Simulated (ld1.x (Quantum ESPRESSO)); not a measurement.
## indium: one change to an ultrasoft potential, before and after

- Element: indium (In)
- Generator: ld1.x (Quantum ESPRESSO) 7.5
- Type: ultrasoft
- Functional: LDA (PZ)
- Relativity: scalar-relativistic
- Frozen core: [Ar] 3d10 4s2
- Valence charge: 19
- Reference configuration: 4p6 4d10 5s2 5p1
- Partial waves: 5s (bound): rcut 1.85, rcutus 2.25 bohr; 5s channel at 1.25 Ry: rcut 1.85, rcutus 2.25 bohr; 4p (bound): rcut 1.20, rcutus 1.30 bohr; 5p (bound): rcut 1.20, rcutus 1.30 bohr; 4d (bound): rcut 1.30, rcutus 1.45 bohr; 4d channel at -0.95 Ry: rcut 1.30, rcutus 1.45 bohr
- Local potential: all-electron potential smoothed inside 1.60 bohr (lloc = -1)
- Core correction: Bessel-smoothed model core inside 1.20 bohr
- Augmentation charge: PSQ, inside the norm-conserving radii

Change: local potential all-electron potential smoothed inside 1.15 bohr (lloc = -1).

Cutoffs: the cutoffs (Ry, on a coarse ladder) from which the occupation-weighted sum of valence levels, in a spherical-Bessel basis at the reference potential, stays within 10 and 1 mRy of its value at 400 Ry; they do not see the model core or the augmentation charge, which bear on the density cutoff. Errors are all-electron minus pseudo energies relative to the spin-unpolarised reference configuration.

Problem. How do hardness, ghosts and transferability respond?

Solution. The potential gets neither clearly harder nor softer (80 Ry and 120 Ry → 70 Ry and 120 Ry); both files keep a bound ghost (s); of the 9 tests that both files solve, the error grows in 0 and shrinks in 3 by more than 15 % and 0.3 meV (median size 5.5 → 5.0 meV).

```csv
quantity,base,changed
"cutoff, loose",80 Ry,70 Ry
"cutoff, tight",120 Ry,120 Ry
bound ghosts,s,s
"error for 4p6 4d10 5s2 5p0, meV [ΔE 5.59 eV]",-1.4,-1.2
"error for 4p6 4d10 5s1 5p0, meV [ΔE 25.26 eV]",-5.1,-4.7
"error for 4p6 4d10 5s0 5p0, meV [ΔE 54.00 eV]",-13,-13
"error for 4p6 4d9 5s2 5p1, meV [ΔE 25.22 eV]",-44,-35
"error for 4p6 4d9 5s2 5p2, meV [ΔE 18.20 eV]",-41,-32
"error for 4p5 4d10 5s2 5p1, meV [ΔE 85.55 eV]",-88,-66
"error for 4p6 4d10 5s2 5p1.3, meV [ΔE -0.58 eV]",+0.1,+0.1
"error for 4p6 4d10 5s2 5p1 (spin-polarised), meV [ΔE -0.12 eV]",+0.2,+0.2
"error for 4p6 4d10 5s1 5p0 (spin-polarised), meV [ΔE 25.03 eV]",-5.5,-5.0
s: phases at 2.46 bohr within 0.05 rad from the reference energy up to (Ry; the scan ends near 5),n/a,4.8
p: phases at 2.46 bohr within 0.05 rad from the reference energy up to (Ry; the scan ends near 5),to the end of the scan,to the end of the scan
d: phases at 2.46 bohr within 0.05 rad from the reference energy up to (Ry; the scan ends near 5),to the end of the scan,to the end of the scan
lowest overlap eigenvalue by channel,"s 0.33, p 0.22, d 0.88","s 0.14, p 0.08, d 0.93"
```

 A true bound ghost makes a file unfit for plane-wave use even where its test errors are small: the radial tests pick states by their node count and pass the ghost by.
